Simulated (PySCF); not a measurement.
# Ions at one geometry of PbI4

PySCF 2.14.0, RKS PBE0, Pb def2-SVP with ECP60, I def2-SVP with ECP28; non-relativistic Hamiltonian with scalar-relativistic core potentials where named; density fitting; no spin-orbit coupling; singlets restricted, open shells unrestricted. The geometry is relaxed for charge 0, singlet, vacuum:

```xyz
5

Pb    0.0000    0.0000    0.0000
I     1.6019    1.6019    1.6019
I    -1.6019   -1.6019    1.6019
I     1.6019   -1.6019   -1.6019
I    -1.6019    1.6019   -1.6019
```

Energies count from the relaxed state; an electron taken off or put on is at rest in vacuum. Charges and spins are Mulliken's.

| state | energy (eV) | spin squared | charge on Pb1 (e) | spin on Pb1 (e) | dipole about the centre of mass (D) |
| --- | --- | --- | --- | --- | --- |
| charge 0, singlet, vacuum | 0.00 | 0.00 | 0.47 | 0.00 | 0.00 |
| charge +1, doublet, vacuum | 9.47 | 0.75 | 0.42 | -0.07 | 0.00 |

Q: What does the state charge -1, doublet, vacuum give?

A: energy (eV) -3.41, spin squared 0.75, charge on Pb1 (e) 0.51, spin on Pb1 (e) 0.11, dipole about the centre of mass (D) 0.00.

With an electron taken off (doublet) the charges change, summed by element, by Pb -0.06 e, I +1.06 e. The vertical ionisation energy is 9.47 eV, against −ε(HOMO) = 7.93 eV of the relaxed state. The level lies 1.5 eV too high, as is usual for semilocal functionals and global hybrids, which keep a self-interaction error.

With an electron put on (doublet) the charges change, summed by element, by Pb +0.04 e, I -1.04 e. The vertical electron affinity is 3.41 eV, against −ε(LUMO) = 4.90 eV of the relaxed state. The basis has no diffuse functions, which an added electron needs.

Open shells may have lower solutions than those found.
